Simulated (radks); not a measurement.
The numbers below are computed, except where a source is named.
Trend from Sc4+ to Zn4+: ionisation energy by Delta-SCF between NIST ground configurations, and size. Level of theory: Dirac Kohn-Sham, PBE, spin-unpolarised, spherical densities, finite nucleus; open shells fill j = l - 1/2 first; Fermi nuclear charge, rms radius of each element as measured or else 0.836 A^(1/3) + 0.57 fm (a radial shooting solver on a logarithmic mesh with Libxc functionals).

species,configuration,IE (eV),NIST (eV),kind,r at 0.001 e/bohr^3 (bohr)
Sc4+,[Ne] 3s2 3p5,92.984,91.95,semi-emp.,2.59
Ti4+,[Ar],99.502,99.30,exp.,2.52
V4+,[Ar] 3d1,65.282,65.282,exp.,2.54
Cr4+,[Ar] 3d2,68.442,69.46,semi-emp.,2.54
Mn4+,[Ar] 3d3,71.511,72.4,semi-emp.,2.53
Fe4+,[Ar] 3d4,74.498,75.0,semi-emp.,2.51
Co4+,[Ar] 3d5,77.167,79.5,semi-emp.,2.49
Ni4+,[Ar] 3d6,79.990,76.1,semi-emp.,2.46
Cu4+,[Ar] 3d7,82.752,80,semi-emp.,2.44
Zn4+,[Ar] 3d8,85.458,83,semi-emp.,2.41

Reference values: NIST Atomic Spectra Database (exp. = measured, semi-emp. = semi-empirical, theory = theoretical value adopted there). Spin polarisation and multiplet splitting are left out, so open shells lie too high by an amount that depends on their filling.

Beside tabulated values, note that spin-unpolarised runs miss the spin-polarisation part of the exchange energy of open shells.
